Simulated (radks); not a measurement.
Q: All-electron atom: the krypton ion Kr22+ in [Ne] 3s2 3p2. Method: Dirac Kohn-Sham, LB94 model potential, spin-unpolarised, spherical densities, finite nucleus; open shells fill j = l - 1/2 first; Fermi nuclear charge, rms radius 4.1884 fm; computed with a radial shooting solver on a logarithmic mesh with Libxc functionals. Some entries of the table are withheld. Estimate them.

orbital,occ.,eigenvalue (eV),<r> (bohr)
1s1/2,2,-15236.92,0.04140
2s1/2,2,-2845.763,0.1806
2p1/2,2,(1),(2)
2p3/2,4,(3),(4)
3s1/2,2,(5),0.4547
3p1/2,2,-996.2380,0.4387
3p3/2,0,-983.5808,0.4449

A: 
(1) 2p1/2 eigenvalue (eV): -2675.347
(2) 2p1/2 <r> (bohr): 0.1548
(3) 2p3/2 eigenvalue (eV): -2619.554
(4) 2p3/2 <r> (bohr): 0.1586
(5) 3s1/2 eigenvalue (eV): -1053.064
